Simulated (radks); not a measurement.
Spherical quantum dot in the effective-mass picture: electrons in a parabolic well V = omega^2 r^2 / 2 with omega = 2.38, with a point charge +2 (a donor) at the centre, all in effective atomic units (hartree* = m*/eps^2 hartree, bohr* = eps/m* bohr), one dielectric constant everywhere. Calculated with a radial shooting solver with Libxc functionals: non-relativistic Kohn-Sham, PBE, spin-polarised, spherical densities. Levels are named by radial order and angular momentum (1s, 1p, 1d, 2s, ...), and open shells are averaged over m. Results are scaled to m* = 0.088 and eps = 15.8, for which hartree* = 9.592 meV and bohr* = 9.501 nm.

N = 8, configuration 1s2 1p6. This is the lowest configuration that the search found. Occupied and some empty levels:

level  occupation  eigenvalue (meV)  <r> (nm)
1s              2            70.188     6.049
1p              6            97.502     9.736
2s              0            110.34     10.46
1d              0            118.09     11.79
1f              0            138.43     13.39

Energy (meV): total 446.251, kinetic 202.89, external 4.1074, Hartree 296.33, exchange-correlation -57.070.
